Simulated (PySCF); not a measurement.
**Vibration and rotation of ZnO⁻**

PBE0 constants of ZnO⁻, ²Σ⁺ (doublet), unpaired electrons σ ↑ (PySCF, scalar-relativistic core potentials, basis sets Zn aug-cc-pVDZ-PP with ECP10, O aug-cc-pVDZ; masses 63.9291 and 15.9949 u):

```
ωe              : 631.3 cm⁻¹
ωexe            : 8.11 cm⁻¹
Be              : 0.42776 cm⁻¹
αe              : 0.00544 cm⁻¹
D (centrifugal) : 7.86e-07 cm⁻¹
De to Zn + O⁻   : 2.05 eV
```

(1) Give the vibrational terms G(v) and spacings up to v = 6.

(2) How well does the Morse estimate ωe²/(4ωexe) reproduce De, and what is D0?

For an ion De counts to the pair picked by the measured ionisation energies or electron affinities, which need not be the lowest pair at this level. The state is the lowest determinant that a PBE0 search found; another state may lie lower at other levels.

## Answers

(1) G(v) = ωe(v+½) − ωexe(v+½)².

| v | G(v) (cm⁻¹) | G(v) − G(v−1) | Bv (cm⁻¹) |
| --- | --- | --- | --- |
| 0 | 314 |  | 0.4250 |
| 1 | 929 | 615 | 0.4196 |
| 2 | 1528 | 599 | 0.4142 |
| 3 | 2110 | 583 | 0.4087 |
| 4 | 2677 | 566 | 0.4033 |
| 5 | 3227 | 550 | 0.3978 |
| 6 | 3761 | 534 | 0.3924 |

(2) It gives 1.52 eV, 74 % of the computed De. D0 = De − G(0) = 2.05 − 0.04 = 2.01 eV.
